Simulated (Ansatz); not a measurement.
Reaction (cleavage of the B–B bond): `SB[B]1[CH2][GeH2]1` + H–F → `F[B]1[CH2][GeH2]1` + `BS`

Calculated with Ansatz (gas phase, PBE0-D4/def2-TZVP geometries, no zero-point term in ΔE). CCSD(T)/CBS adds triple-zeta CCSD(T) − MP2 to the extrapolated MP2 energy (def2 sets, frozen cores). This one scheme is used for every species. DFT in def2-TZVPP. B3LYP here is the variant with VWN-RPA as its local correlation; programs differ in this. HSE06 is defined as in plane-wave codes. For Ge outer-core shells are correlated without core-valence functions, which leaves a few kJ/mol of doubt a bond. Scalar relativity is left out up to krypton. One conformer a species, not always the lowest.

```
             level  ΔE (kJ/mol)  difference from CCSD(T)/CBS
       LDA (SPW92)       -100.7                         -2.1
            PBE-D4        -96.1                          2.5
         revPBE-D4        -92.5                          6.1
           BLYP-D4       -107.6                         -9.0
         r2SCAN-D4       -107.8                         -9.2
            B97M-V       -111.0                        -12.4
           PBE0-D4        -98.8                         -0.2
          B3LYP-D4       -110.0                        -11.4
        r2SCANh-D4       -107.7                         -9.1
        r2SCAN0-D4       -108.0                         -9.4
          HSE06-D4        -98.5                          0.1
      CAM-B3LYP-D4       -119.6                        -21.0
          PBE-QIDH       -103.7                         -5.1
               PBE       -102.0                         -3.4
            revPBE       -103.2                         -4.6
              BLYP       -119.0                        -20.4
            r2SCAN       -109.6                        -11.0
              PBE0       -104.3                         -5.7
             B3LYP       -119.4                        -20.8
           r2SCANh       -109.8                        -11.2
           r2SCAN0       -110.2                        -11.6
             HSE06       -103.8                         -5.2
             BHLYP       -125.2                        -26.6
         CAM-B3LYP       -125.6                        -27.0
           LC-ωPBE       -115.2                        -16.6
RPA@PBE/def2-TZVPP       -107.4                         -8.8
       HF/def2-SVP       -150.3                        -51.7
      MP2/def2-SVP       -124.6                        -26.0
     CCSD/def2-SVP       -129.9                        -31.3
  CCSD(T)/def2-SVP       -126.7                        -28.1
     HF/def2-TZVPP       -138.9                        -40.3
    MP2/def2-TZVPP        -99.1                         -0.5
SCS-MP2/def2-TZVPP       -108.0                         -9.4
   CCSD/def2-TZVPP       -109.1                        -10.5
CCSD(T)/def2-TZVPP       -103.7                         -5.1
    MP2/def2-QZVPP        -96.4                          2.2
SCS-MP2/def2-QZVPP       -105.4                         -6.8
      HF/CBS(def2)       -139.4                        -40.8
     MP2/CBS(def2)        -94.0                          4.6
    CCSD/CBS(def2)       -103.9                         -5.3
       CCSD(T)/CBS        -98.6                            0
```

Largest T1 diagnostic among the species: 0.015.

At CCSD(T), def2-SVP lies −28.1 kJ/mol from the extrapolated value and def2-TZVPP −5.1 kJ/mol. From BLYP to BHLYP (50 % exact exchange), in def2-TZVPP and without D4, ΔE moves by −6.2 kJ/mol.

CCSD(T)/CBS has its own doubt, a few kJ/mol and more with outer-core shells, so smaller differences from it don't rank the levels.
